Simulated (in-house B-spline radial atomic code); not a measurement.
# Cd⁶⁺: [Kr] 4d6

Computed with a B-spline radial code for spherical atoms: non-relativistic SCAN, spin-polarised, spherical fractional occupations, point nucleus.

Effective charges: Z_r = [3n² - l(l+1)]/(2<r>) from the radius, Z_e = n√(-2ε) from the energy, and Slater's rules. Values are occupation-weighted means over spin.

| shell | electrons | ε (eV) | <r> (bohr) | Z_r | Z_e | Slater |
| --- | --- | --- | --- | --- | --- | --- |
| 1s | 2 | -25796 | 0.03171 | 47.30 | 43.54 | 47.70 |
| 2s | 2 | -3848 | 0.1372 | 43.72 | 33.63 | 43.85 |
| 2p | 6 | -3590.2 | 0.1173 | 42.63 | 32.49 | 43.85 |
| 3s | 2 | -799.64 | 0.3699 | 36.50 | 23.00 | 36.75 |
| 3p | 6 | -694.24 | 0.3619 | 34.54 | 21.43 | 36.75 |
| 3d | 10 | -500.82 | 0.3341 | 31.43 | 18.20 | 26.85 |
| 4s | 2 | -193.46 | 0.8878 | 27.03 | 15.08 | 20.25 |
| 4p | 6 | -158.4 | 0.9346 | 24.61 | 13.65 | 20.25 |
| 4d | 6 | -101.69 | 1.068 | 19.66 | 10.94 | 10.25 |

The least bound orbital is 4d down at -97.23 eV, and it is also the most diffuse (<r> = 1.074 bohr).
